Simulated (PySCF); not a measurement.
**Tl(2+) (thallium, charge +2) across methods**

[Xe] 4f14 5d9 6s1 6p1, one real determinant (an excited configuration). Calculation: PySCF 2.14, in aug-cc-pVTZ-DK3; scalar relativity by spin-free X2C-1e.

```
method   E (hartree)  mean ε 5d β (eV)  mean ε 6s α (eV)  mean ε 6p α (eV)  Σ⟨r²⟩ (bohr²)   ⟨S²⟩
  MN15     -20260.00           -39.969           -30.766           -20.631          48.63  3.751
   PBE     -20246.27           -36.988           -28.526           -18.819          48.86  3.751
  PBE0     -20245.99           -39.184           -29.789           -19.894          48.76  3.751
   LDA     -20233.84           -37.231           -28.843           -18.944          48.81  3.750
 B3LYP     -20246.50           -38.787           -29.544           -19.614          48.88  3.750
r2SCAN     -20246.23           -37.489           -28.977           -19.133          48.65  3.752
   UHF  -20240.29313           -44.557           -32.745           -22.593          49.00  3.752
```

⟨L²⟩ = 8.01 against 12 for a pure F term, so this real determinant mixes terms. Spin-orbit coupling, absent here, splits the open shell strongly.
